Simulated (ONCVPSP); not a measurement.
## Pm (Z = 61): excitation energies, all-electron against ONCV

* Element: Pm (Z = 61)
* Generator: ONCVPSP 4.0.1
* Type: optimised norm-conserving Vanderbilt (ONCV)
* Functional: PBE
* Relativity: scalar-relativistic
* Frozen core: [Kr] 4d10 4f4
* Valence charge: 11
* Reference configuration: 5s2 5p6 5d1 6s1.5 6p0.5
* Partial waves: 5s+6s: rc 2.45 bohr, ncon 5, nbas 9, qcut 5.6 1/bohr, 2 projectors; 5p+6p: rc 2.20 bohr, ncon 3, nbas 6, qcut 7 1/bohr, 2 projectors; 5d: rc 3.25 bohr, ncon 3, nbas 8, qcut 4.5 1/bohr, 1 projector
* Local potential: polynomial inside 1.45 bohr (lpopt 5, dvloc0 3 Ha)
* Core correction: none

Energies are relative to the spin-unpolarised reference configuration 5s2 5p6 5d1 6s1.5 6p0.5; without spin polarisation the order of configurations can differ from experiment.

| valence configuration | charge | ΔE all-electron (eV) | error AE − PS (meV) |
| --- | --- | --- | --- |
| 5s2 5p6 5d1 6s2 6p0 | 0 | -1.312 | +0.4 |
| 5s2 5p6 5d1 6s1 6p0 | +1 | 5.047 | -0.1 |

Task: What are ΔE and the potential's error for 5s2 5p6 5d2 6s0 6p0?

Result: ΔE = 5.638 eV all-electron; the error (AE − PS) is +7.8 meV.

Task: What are ΔE and the potential's error for 5s2 5p6 5d1 6s0 6p0?

Result: ΔE = 16.651 eV all-electron; the error (AE − PS) is +4.9 meV.

Levels in the configuration 5s2 5p6 5d1 6s2 6p0:

```
level  all-electron (eV)  pseudo (eV)
   5s            -45.213      -45.199
   5p            -25.345      -25.335
   5d             -2.837       -2.835
   6s             -3.932       -3.932
```

Note: no bound ghost flagged; GHOST(+) flagged for s at 100.5 eV.
